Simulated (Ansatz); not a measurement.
Calculated with Ansatz (gas phase, PBE0-D4/def2-TZVP geometries, no zero-point term in ΔE). CBS: MP2 limit from def2 TZ/QZ plus the TZ coupled-cluster correction, frozen cores. Functionals use def2-TZVPP. B3LYP here is the variant with VWN-RPA as its local correlation; programs differ in this. Each species was taken in one conformer, which may not be the lowest.

`O[SiH2][SiH](O)O` + `C[SiH2]N` → `C[SiH2]N[SiH](O)O` + silanol  (cleavage of the Si–Si bond)

| level | ΔE (kJ/mol) | difference from CCSD(T)/CBS |
| --- | --- | --- |
| PBE-D4 | -76.8 | 25.6 |
| r2SCAN-D4 | -95.4 | 7.0 |
| PBE0-D4 | -87.0 | 15.4 |
| ωB97X-V | -95.9 | 6.5 |
| r2SCAN | -94.7 | 7.7 |
| PBE0 | -85.8 | 16.6 |
| B3LYP | -94.1 | 8.3 |
| HF/def2-TZVPP | -118.6 | -16.2 |
| SCS-MP2/def2-TZVPP | -111.3 | -8.9 |
| CCSD/def2-TZVPP | -106.6 | -4.2 |
| CCSD(T)/def2-TZVPP | -104.6 | -2.2 |
| HF/def2-QZVPP | -120.1 | -17.7 |
| MP2/def2-QZVPP | -110.0 | -7.6 |
| HF/CBS(def2) | -120.3 | -17.9 |
| MP2/CBS(def2) | -108.6 | -6.2 |
| CCSD/CBS(def2) | -104.5 | -2.1 |
| CCSD(T)/CBS | -102.4 | 0 |

Largest T1 diagnostic among the species: 0.012.

In def2-TZVPP, CCSD(T) changes the Hartree–Fock value by +14.0 kJ/mol (the triples alone add +2.0 kJ/mol) and MP2 by +7.8 kJ/mol. From PBE to PBE0 (25 % exact exchange), in def2-TZVPP and without D4, ΔE moves by −10.4 kJ/mol.

CCSD(T)/CBS has its own doubt, a few kJ/mol and more with outer-core shells, so smaller differences from it don't rank the levels.
